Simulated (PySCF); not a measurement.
Isomers of H5NSi2. All species are isolated molecules in the gas phase. Strings in code marks are SMILES.

The HOMO from two functionals at the same geometries (PBE0-D3(BJ)/def2-TZVP), both in PySCF: PBE-D3(BJ)/def2-TZVP and PBE0-D3(BJ)/def2-TZVP. 

```tsv
species	PBE-D3(BJ)/def2-TZVP (eV)	PBE0-D3(BJ)/def2-TZVP (eV)
`N(=[SiH]/[SiH3])/[H]`	-6.00	-7.28
`N[SiH]=[SiH2]`	-4.90	-5.73
`[SiH3]N=[SiH2]`	-6.08	-7.36
```

Over these rows, drawn at random from the members with no instability flagged (it was tested for open shells, ions and some series alone), PBE minus PBE0-D3(BJ): mean +1.13 eV, from +0.83 eV to +1.28 eV.
